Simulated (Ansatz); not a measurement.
An input meant for Cs₃H₄⁺ (charge 1, singlet; with a point charge).

```yaml
crystal:
  periodic: [false, false, false]
  atoms:
    - {symbol: Cs, position_ang: [-1.971040, 1.063490, -1.632164]}
    - {symbol: Cs, position_ang: [1.422441, -1.757881, -1.943362]}
    - {symbol: Cs, position_ang: [-0.781927, -1.326116, 1.477094]}
    - {symbol: H, position_ang: [1.087060, 1.693307, 2.368093]}
    - {symbol: H, position_ang: [0.557148, 0.512405, -0.473993]}
    - {symbol: H, position_ang: [1.043646, 1.494949, 1.643913]}
    - {symbol: H, position_ang: [-1.357318, -1.680164, -1.439573]}
basis:
  gaussian: {orbitals: def2-mTZVP, point_charges: [{charge: -1.00, position_ang: [6.084, -0.824, 0.339]}]}
total_charge: 1
hamiltonian: {xc: {name: HF}}
correlation: {method: mp2, frozen_orbitals: {Cs: 9}}
scf: {omitted_lower_state_checks: [starts]}
output: {forces: true}
```

```sh
$ ansatz run in.yaml --threads 4 --pin off --events-out ev --progress --plain --max-ram 3916MiB
```

**Question.** Predict how Ansatz answers.

**Answer.** The program refused the input. Frozen orbitals are typed for one element alone, and the program wants a count for each (the count typed has to fit that element's core, too).
```
Functional definition: HF
  name "HF"
  cite "Fock, Z. Phys. 61, 126 (1930) doi:10.1007/BF01340294"
  parent pbe
  exchange = exact_x
  correlation = 0
these checks for a lower state are left out or cut short: starts
Error: "frozen_orbitals" has no count for H
```
